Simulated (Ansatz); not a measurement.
Input file for Ansatz (a first-principles code): R-CCSD(T)/def2-QZVPP on SnSe, 2S+1 = 1, a spin state set in the input, which need not be the lowest, a point of a bond scan (R = 2.335 Å). Elements past Kr take the def2 small-core potentials; no spin–orbit coupling. Files ending in .json are basis or fitting sets from the Basis Set Exchange.

Ansatz 0.2 input:
```yaml
crystal:
  periodic: [false, false, false]
  atoms:
    - {symbol: Se, position_ang: [0.00000000, 0.00000000, 0.00000000]}
    - {symbol: Sn, position_ang: [0.00000000, 0.00000000, 2.33477900]}
basis:
  gaussian:
    orbitals: def2-QZVPP.json
    pivot_positions_ang: [[0.00000000, 0.00000000, 0.00000000], [0.00000000, 0.00000000, 2.33477900]]
magnetization: {spin_polarized: false}
correlation: {method: ccsd_t, electrons: valence}
output: {orbitals: {seedname: ./end}}
```

It printed:

```
WARN ansatz: RAYON_NUM_THREADS=2 ignored (pool sized by the plan → 2); use --threads N
Functional definition: HF
integrals: 0.52 GiB planned
1252 factors; integrals over basis functions are off by at most 3.5e-4 eV
mean field: 0.95 GiB planned
mean field evaluation 1: about -71109.6895 eV, gradient 2.0e1 eV
mean field evaluation 2: about -71109.7680 eV, gradient 2.0e1 eV
mean field evaluation 4: about -71111.5222 eV, gradient 2.3e0 eV
mean field evaluation 8: about -71111.5463 eV, gradient 2.2e-1 eV
mean field evaluation 16: about -71109.6895 eV, gradient 2.0e1 eV
mean field -71111.54668344 eV, -2613.3011394790 hartree, gradient 4.9e-6 eV, S^2 0.000000; 0 other end points of the search recorded, 0 dependent functions left out
13 core orbitals not correlated
reference -71111.54668344 eV, -2613.3011394790 hartree; 15, 15 occupied and 143, 143 virtual orbitals, 1252 factors
second order -29.37456802 eV of doubles, -0.00000000 eV of singles
coupled cluster: 1.02 GiB planned
cycle   1  -26.99257718 eV  change     2.4e0 eV  update   1.4e-1
cycle   2  -27.58610582 eV  change   -5.9e-1 eV  update   5.7e-2
cycle   3  -27.74204499 eV  change   -1.6e-1 eV  update   3.0e-2
cycle   4  -27.70562847 eV  change    3.6e-2 eV  update   1.3e-2
cycle   5  -27.69258563 eV  change    1.3e-2 eV  update   5.3e-3
cycle   6  -27.70055003 eV  change   -8.0e-3 eV  update   1.6e-3
cycle   7  -27.70031424 eV  change    2.4e-4 eV  update   4.4e-4
cycle   8  -27.69997051 eV  change    3.4e-4 eV  update   1.2e-4
cycle   9  -27.70002892 eV  change   -5.8e-5 eV  update   3.7e-5
cycle  10  -27.70003945 eV  change   -1.1e-5 eV  update   9.8e-6
perturbative correction -0.90387538 eV, -0.0332168076 hartree
Total energy: -71140.15059827 eV, -2614.3523139605 hartree
```

Self-consistency was reached.

Cost: about 27 core-seconds (a rough figure).
